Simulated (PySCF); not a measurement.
Structure problem from calculated spectra and properties.

Formula: C3H11PSi.

| Quantity | Value |
| --- | --- |
| Polarisability | 93.2 au [PBE0/def2-SVPD] |
| Dipole | 1.52 D [PBE0/def2-SVPD] |
| UV, strongest line | among the 10 lowest singlet transitions: S3 at 7.27 eV (171 nm, f = 0.341) [TDDFT PBE0/def2-SVPD] |
| NMR, other nuclei | isotropic shieldings of nuclei other than C and H, by class: 345 (1 Si), 575 (1 P) ppm [GIAO PBE0/pcSseg-1] |
| Rotational structure | rotational constants A, B, C: 3.054, 1.972, 1.965 GHz [PBE0-D3(BJ)/def2-SVP] |
| UV, first state | lowest singlet excitation: 6.25 eV (198 nm, f = 0.029) [TDDFT PBE0/def2-SVPD] |
| 13C NMR | chemical shifts (computed TMS as zero) by class: 2.4 (3 C) ppm [GIAO PBE0/pcSseg-1] |
| Triplet | lowest triplet excitation (Tamm–Dancoff): 5.53 eV [TDA PBE0/def2-SVPD] |
| XPS | Si2p3/2 106.0, P2p3/2 135.8, C1s 290.0 (×3), Si1s 1845.8, P1s 2149.3 eV [ΔSCF SCAN, pcX-2 on the ionised atom, pcseg-1 elsewhere, spin-free X2C, 2p3/2 from a spin–orbit splitting computed afterwards within the 2p shell] |

Gas-phase values; electronic properties from PySCF, density fitting. Levels stand in brackets. Isolated species at its PBE0-D3(BJ)/def2-SVP geometry, gas phase. Each NMR value is the plain mean over a class of atoms that symmetry, rotation or inversion makes alike.

Question: Give a SMILES that accounts for the data.

Answer: Numbering: `[CH3:1][Si:2]([CH3:3])([CH3:4])[PH2:5]`. 3 carbons fall into 1 class: Si-methyl carbon [C1/C3/C4] (2.4 ppm, 3 C, up to 4.8 ppm apart in this geometry). The other shieldings belong to: 345 ppm, four-coordinate silicon [Si2]; 575 ppm, three-coordinate phosphorus [P5]. The core levels belong to: Si2p3/2 106.0 eV, four-coordinate silicon [Si2]; P2p3/2 135.8 eV, three-coordinate phosphorus [P5]; C1s 290.0 eV, Si-methyl carbon [C1/C3/C4]; Si1s 1845.8 eV, four-coordinate silicon [Si2]; P1s 2149.3 eV, three-coordinate phosphorus [P5]. One atom of each topological class was ionised and stands for its class. The optimised geometry has point group Cs and is an asymmetric top. Structure: `[Si](C)(C)(P)C`. Computed isomers that give other values at the same levels: `CCC[SiH2]P` (rotational constant A: 4.067 GHz; this holds for the one conformer computed). The assignments are read from this structure; whether some other isomer fits the data as well wasn't checked.

The values belong to the conformer `[CH3:1][Si:2]([CH3:3])([CH3:4])[PH2:5]`: H–P5–Si2–C1 46°, H–P5–Si2–C1 -47°.
